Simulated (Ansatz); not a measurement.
`C[N](C)[InH][Br]` + `O[SiH3]` → `[SiH3][O][InH][Br]` + `CNC` at 400 K and 1 bar (ligand exchange at the In–N bond).

Gas-phase electronic energies from Ansatz, PBE0-D4/def2-TZVP geometries. CCSD(T)/CBS adds triple-zeta CCSD(T) − MP2 to the extrapolated MP2 energy (def2 sets, frozen cores). def2 core potentials past Kr. For Br, In outer-core shells are correlated without core-valence functions, which leaves a few kJ/mol of doubt a bond. Scalar relativity is left out up to krypton. One conformer a species, not always the lowest.

```json
{"species": "`C[N](C)[InH][Br]`", "CCSD(T)/CBS energy (Eh)": "-2898.19389", "H − E (kJ/mol)": "269.6", "S (J/(mol·K))": "432.2"}
{"species": "`O[SiH3]`", "CCSD(T)/CBS energy (Eh)": "-366.69042", "H − E (kJ/mol)": "120.0", "S (J/(mol·K))": "276.4"}
{"species": "`[SiH3][O][InH][Br]`", "CCSD(T)/CBS energy (Eh)": "-3129.89321", "H − E (kJ/mol)": "128.1", "S (J/(mol·K))": "425.6"}
{"species": "`CNC`", "CCSD(T)/CBS energy (Eh)": "-135.00321", "H − E (kJ/mol)": "264.6", "S (J/(mol·K))": "293.2"}
```

H − E and S are ideal-gas, rigid-rotor, harmonic terms from PBE0-D4/def2-TZVP, for one conformer and one mirror image of each species. 1 Eh = 2625.50 kJ/mol, R = 8.31446 J/(mol·K).

By hand: ΔE, ΔH, ΔS and ΔG.

ΔE = (-3129.89321) + (-135.00321) − (-2898.19389) − (-366.69042) = -0.01211 Eh = -31.8 kJ/mol. Δ(H − E) = 128.1 + 264.6 − 269.6 − 120.0 = 3.1, so ΔH = -28.7 kJ/mol. ΔS = 425.6 + 293.2 − 432.2 − 276.4 = 10.2 J/(mol·K). ΔG = -28.7 − 400 × (10.2)/1000 = -32.8 kJ/mol.

By hand: the equilibrium constant, and the temperature at which ΔG would vanish if ΔH and ΔS stayed fixed.

log₁₀ K = −ΔG/(RT ln 10) = 4.3. ΔH and −TΔS have one sign here, so there is no such temperature.

The number of gas molecules stays the same, so ΔS is small and ΔH decides. A doubt of 5 kJ/mol in ΔE shifts log₁₀ K by 0.7 here. Other conformers and mirror images would add mixing entropy, several J/(mol·K) or more a flexible species. Modes under 60 cm⁻¹, often nearly free rotors, make the harmonic entropy too high. These are equilibria of isolated gas molecules and say nothing of rates. Largest T1 diagnostic: 0.014 (customary marks: 0.02 for closed shells, 0.045 for open ones).

ΔS is within the doubt of such terms, so its sign, and with it that verdict, could turn.
